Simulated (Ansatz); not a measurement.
```yaml
crystal:
  periodic: [false, false, false]
  atoms:
    - {symbol: C, position_ang: [-1.900035, 0.936613, 0.404449]}
    - {symbol: O, position_ang: [-1.059810, -0.170253, 0.541780]}
    - {symbol: C, position_ang: [0.314176, -0.082928, 0.416467]}
    - {symbol: C, position_ang: [0.826515, -1.648062, 0.630499]}
    - {symbol: C, position_ang: [0.530422, 0.192371, -1.545921]}
    - {symbol: C, position_ang: [1.169501, 0.982541, 1.087122]}
    - {symbol: N, position_ang: [1.736731, 1.762997, 1.487619]}
    - {symbol: H, position_ang: [-2.475281, 0.998903, 0.386611]}
    - {symbol: H, position_ang: [-1.206263, 1.928134, 0.662167]}
    - {symbol: H, position_ang: [-1.750994, 1.485547, -0.765339]}
    - {symbol: H, position_ang: [1.948034, -1.738948, 0.327742]}
    - {symbol: H, position_ang: [0.132002, -2.324733, -0.222554]}
    - {symbol: H, position_ang: [0.677596, -1.856664, 1.679956]}
    - {symbol: H, position_ang: [-0.085976, 1.033523, -1.547007]}
    - {symbol: H, position_ang: [1.667645, -0.041757, -1.415102]}
    - {symbol: H, position_ang: [-0.094436, -0.659109, -1.787909]}
basis:
  gaussian: {orbitals: cc-pVTZ-DK, point_charges: [{charge: -1.00, position_ang: [6.190, 0.955, 0.796]}]}
total_charge: 1
magnetization: {spin_polarized: true, initial_magnetization: 1}
hamiltonian: {xc: {name: PBE}, dispersion: d3bj, pseudopotentials: {relativity: scalar}}
accuracy: high
relax: {f_tol: 0.001, max_steps: 1}
output: {forces: true}
```

```sh
$ ansatz run in.yaml --threads 2 --pin off --events-out ev --progress --plain --max-ram 22528MiB --backend cuda --devices 0, --max-vram 18GiB
```

Problem. How does Ansatz answer? (Estimate.)

Solution. Computed: No converged result was reached.
```
Functional definition: PBE
6678 factors; integrals over basis functions are off by at most 1.7e-9 eV
mean field evaluation 1: about -8811.4358 eV, gradient 7.9e1 eV
mean field evaluation 2: about -8769.3675 eV, gradient 1.1e2 eV
mean field evaluation 4: about -8836.9832 eV, gradient 9.4e0 eV
mean field evaluation 8: about -8837.5548 eV, gradient 7.6e-1 eV
mean field evaluation 16: about -8837.5525 eV, gradient 2.7e-3 eV
mean field evaluation 32: about -8837.5525 eV, gradient 1.2e-7 eV
mean field -8837.55249023 eV, -324.7740637077 hartree, gradient 5.6e-8 eV, S^2 0.753754; 2 other end points of the search recorded, 0 dependent functions left out
reference -8837.55249438 eV, -324.7740638601 hartree; 27, 26 occupied and 309, 310 virtual orbitals, 6678 factors
relax step   1: F+E_penalty+E_count = -8837.92837704 eV  Δ(F+E_penalty+E_count) = +0.000e0 eV  max|allowed force component| = 1.047e2 eV/Å  Δτ_max = 0.0000 Å  (75 SCF iters, accepted)
Error: geometry relaxation did not converge after 1 steps: max|allowed force component| = 1.05e2 eV/Å (threshold 1.0e-3). Raise `relax.max_steps` over both its present limit and 1, loosen `relax.f_tol`, or start from a geometry closer to equilibrium. Where this run's directory can be resumed (`checkpoint.write`), a resume goes on for up to `relax.max_steps` more
```
